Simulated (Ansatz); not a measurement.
CH$_{7}$BSSi, SMILES `CSB[SiH3]`, charge 0, multiplicity 1.

(1) Give a relaxed structure at PBE0-D4/def2-TZVP (the Gaussian-basis code of Ansatz). (An estimate is asked.)

Answers

(1) The calculation gave: 
Cartesian coordinates in Å:
```
C 0.3245 -2.2857 0.7003
S 0.6155 -0.9260 -0.4585
B -0.2566 0.4573 0.1541
Si -0.1621 2.1707 -0.8890
H 1.2815 -2.6207 1.0999
H -0.1458 -3.1110 0.1660
H -0.3204 -1.9502 1.5098
H -0.8833 0.3565 1.1680
H 0.4016 3.2566 -0.0369
H 0.6767 2.0587 -2.1138
H -1.5314 2.5939 -1.3000
```
Point group Cs.
This is one stationary point; other conformers may exist.
